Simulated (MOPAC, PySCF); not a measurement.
Isomers of C2H3BO. Isolated molecules, 0 K electronic values unless said otherwise. One relaxed conformer stands for each flexible species; it need not be the lowest. Strings in code marks are SMILES.

Quantity: vertical ionisation energy (energy after one electron is removed minus that of the parent at the parent's geometry), in eV.

Level 1: B3LYP/6-31G* // PBE-D3(BJ)/def2-TZVP (PySCF)
Level 2: PBE/6-31G* // PBE-D3(BJ)/def2-TZVP (PySCF)
Level 3: SVWN5/6-31G* // PBE-D3(BJ)/def2-TZVP (PySCF)
Level 4: minus the HOMO energy of PM3 // PBE-D3(BJ)/def2-TZVP (MOPAC)

```tsv
species	level 1	level 2	level 3	level 4
`B1[C@@H]2O[C@H]12`	9.11	?	?	10.41
`OC1=CB1` (H–O–C–C torsion 180°)	10.40	10.14	?	11.11
`C=C1BO1`	9.64	9.64	9.93	10.36
`OB1C=C1` (H–O–B–C torsion 180°)	?	?	9.79	11.03
`[H]/B=C1\CO1`	8.27	8.17	8.40	9.90
`B=C=CO`	8.35	?	8.65	9.80
```

### Question
Fill in the missing entries.

### Answer

- `B1[C@@H]2O[C@H]12`, level 2: 9.03
- `B1[C@@H]2O[C@H]12`, level 3: 9.24
- `OC1=CB1` (H–O–C–C torsion 180°), level 3: 10.30
- `OB1C=C1` (H–O–B–C torsion 180°), level 1: 9.94
- `OB1C=C1` (H–O–B–C torsion 180°), level 2: 9.67
- `B=C=CO`, level 2: 8.38
